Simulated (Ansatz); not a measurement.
Species: GeBr2, charge 1, doublet. GeBr2+ (parent SMILES [Br][Ge][Br], doublet).
B3LYP-D3(BJ)/def2-TZVP minimum from Ansatz (an electronic-structure program):
```xyz
3

Ge    -0.0110    -0.0243     0.7678
Br     1.0941    -1.6255    -0.3871
Br    -1.0840     1.6477    -0.3149
```
Charge +1, spin multiplicity 2.

Total energies in cc-pVDZ, 17 correlated electrons, 42 frozen orbitals. Radicals and triplets start from unrestricted determinants; spin-orbit coupling is neglected. Correlated methods leave the cores frozen (noble-gas shells, and filled d and f shells in the p block). No relativity. Spin-orbit terms, left out, reach several kcal/mol for Br and I, and more for heavier atoms. The UHF reference of Br2Ge+ (parent SMILES [Br][Ge][Br], doublet) is spin-contaminated (<S^2> up to 0.03 over the pure value in the sets run). The spin of Br2Ge+ (parent SMILES [Br][Ge][Br], doublet) was assumed, and the state is the lowest solution found for it.

```json
[
 {"method": "HF", "program": "Ansatz", "energy (Eh)": "-7219.87063", "minus CCSDT(Q) (mEh)": "324.74"},
 {"method": "MP2", "program": "Ansatz", "energy (Eh)": "-7220.15384", "minus CCSDT(Q) (mEh)": "41.53"},
 {"method": "CCSD", "program": "Ansatz", "energy (Eh)": "-7220.18209", "minus CCSDT(Q) (mEh)": "13.28"},
 {"method": "CCSD(T)", "program": "Ansatz", "energy (Eh)": "-7220.19287", "minus CCSDT(Q) (mEh)": "2.50"},
 {"method": "CCSDT(Q)", "program": "Ansatz", "energy (Eh)": "-7220.19537", "minus CCSDT(Q) (mEh)": "0.00"}
]
```

Rough core times of Ansatz's runs on a shared machine: CCSD(T) 30 s, CCSDT(Q) 2 min.
